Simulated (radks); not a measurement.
Nd6+, configuration [Kr] 4d10 4f2 5s2 5p4. Calculated with a radial shooting solver on a logarithmic mesh with Libxc functionals: scalar-relativistic Kohn-Sham, LDA (Slater exchange, VWN5 correlation), spin-polarised, spherical densities, finite nucleus; open shells are filled with parallel spins first (spin-orbit coupling, left out, can overturn this in heavy ions); Fermi nuclear charge, rms radius 4.9123 fm. Some entries of the table are withheld. Estimate them.

| orbital | occ. | eigenvalue (eV) | r(max) (bohr) | <r> (bohr) |
|---|---|---|---|---|
| 1s up | 1 | -43439.66 | 0.01511 | 0.02365 |
| 1s down | 1 | -43439.48 | 0.01511 | 0.02365 |
| 2s up | 1 | -7099.440 | 0.08558 | 0.1011 |
| 2s down | 1 | -7099.307 | 0.08558 | 0.1011 |
| 2p up | 3 | -6359.102 | 0.06894 | 0.08883 |
| 2p down | 3 | -6358.933 | 0.06894 | 0.08883 |
| 3s up | 1 | -1608.707 | 0.2441 | 0.2667 |
| 3s down | 1 | -1607.806 | 0.2440 | 0.2666 |
| 3p up | 3 | -1375.136 | 0.2390 | 0.2648 |
| 3p down | 3 | -1374.228 | 0.2389 | 0.2647 |
| 3d up | 5 | -1049.918 | 0.1960 | 0.2419 |
| 3d down | 5 | -1049.176 | 0.1960 | 0.2418 |
| 4s up | 1 | -388.0150 | 0.5641 | 0.6048 |
| 4s down | 1 | -385.8955 | 0.5640 | 0.6046 |
| 4p up | 3 | -310.9803 | 0.5882 | 0.6390 |
| 4p down | 3 | -308.8431 | 0.5881 | 0.6386 |
| 4d up | 5 | -201.2143 | 0.6147 | 0.6960 |
| 4d down | 5 | -199.0127 | 0.6144 | 0.6951 |
| 5s up | 1 | -113.7344 | (1) | 1.354 |
| 5s down | 1 | -110.9294 | (2) | 1.359 |
| 5p up | 3 | -91.9017 | (3) | 1.501 |
| 5p down | 1 | -89.2496 | (4) | 1.511 |
| 4f up | 2 | -82.9195 | 0.6309 | 0.8641 |
| 4f down | 0 | -80.5054 | 0.6299 | 0.8619 |

Answer. 
(1) 5s up r(max) (bohr): 1.262
(2) 5s down r(max) (bohr): 1.262
(3) 5p up r(max) (bohr): 1.389
(4) 5p down r(max) (bohr): 1.392
